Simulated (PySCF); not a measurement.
Run record: geometry optimisation, `[F][GeH2][PH2]`.

Computed with PBE0-D3(BJ)/def2-SVP geometry optimisation, gas phase (PySCF 2.14.0). Start geometry: GFN2-xTB. The input is one job of a driver script: a line of settings, then coordinates in Å.

Input:
```
{"job": {"xc": "PBE0", "basis": "def2-SVP", "d3": "d3bj", "grid": 1, "maxiter": 30, "shake": 0.01, "kind": "geom"}, "charge": 0, "multiplicity": 1}
F     -1.390600     1.520720    -0.104600
Ge    -0.755380    -0.080600     0.069540
P      1.456650     0.216540     0.562200
H     -1.176800    -0.675900    -1.249330
H     -1.636990    -0.616100     1.168980
H      1.785040    -1.086070     0.214460
H      1.752020     0.692310    -0.711180
```

Output:
```
step   0  E = -2519.69316440  max force = 0.020396
step   1  E = -2519.69699361  max force = 0.014735
step   2  E = -2519.69846964  max force = 0.000779
step   3  E = -2519.69849689  max force = 0.000277
step   4  E = -2519.69852396  max force = 0.000690
step   5  E = -2519.69856343  max force = 0.001274
step   6  E = -2519.69859684  max force = 0.001530
step   7  E = -2519.69863104  max force = 0.001042
step   8  E = -2519.69866839  max force = 0.000282
step   9  E = -2519.69867523  max force = 0.000252
optimisation converged
```

Energies in Eh; «max force» is the largest Cartesian gradient component in Eh/bohr.

Give the first gradient maximum in eV/Å.

With 1 Eh/bohr = 51.422 eV/Å, 1.049 eV/Å.

How much energy does the optimisation release, in kJ/mol?

E(step 0) − E(last step) = 0.005511 Eh, which is 14.5 kJ/mol.

In short: final energy -2519.69868 Eh after 9 steps; dipole 2.54 D.

Give the final coordinates.

0.185 Å rms from the input after alignment:
```
atom  x, y, z in Å
F1    -1.4531    1.5632   -0.1605
Ge2   -0.6636    0.0107   -0.0253
P3     1.5567    0.4318    0.4833
H4    -0.9078   -0.6914   -1.3732
H5    -1.3457   -0.7271    1.1402
H6     1.8402   -0.9719    0.4943
H7     1.9338    0.5772   -0.8873
```

Estimate the wall time. Hardware: one thread, Arm Neoverse V2 (aarch64) (shared host). And the peak memory of the process?

About 19 s, with 0.36 GiB resident at the peak, the Python interpreter and its libraries included.
Labels such as C1 count atoms from 1, the log's own numbers from 0.
